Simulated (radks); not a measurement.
Rb+, 36 electrons, occupied as [Kr] (the NIST ground configuration). Method: Dirac Kohn-Sham, PBE, spin-unpolarised, spherical densities, finite nucleus; Fermi nuclear charge, rms radius 4.2036 fm; computed with a radial shooting solver on a logarithmic mesh with Libxc functionals.

Spin-orbit splittings of the eigenvalues, e(l+1/2) - e(l-1/2), with zeta = 2 splitting/(2l+1) and mean radii in bohr:

shell  occ.  splitting (eV)  zeta (eV)  <r> j=l-1/2  <r> j=l+1/2
2p        6           60.78      40.52       0.1523       0.1563
3p        6               ?          ?       0.5116       0.5221
3d       10           1.550     0.6200       0.5231       0.5269
4p        6          0.8870     0.5913        1.690        1.727

Estimate the 3p splitting.

Answer. 9.131 eV (zeta = 6.087 eV).
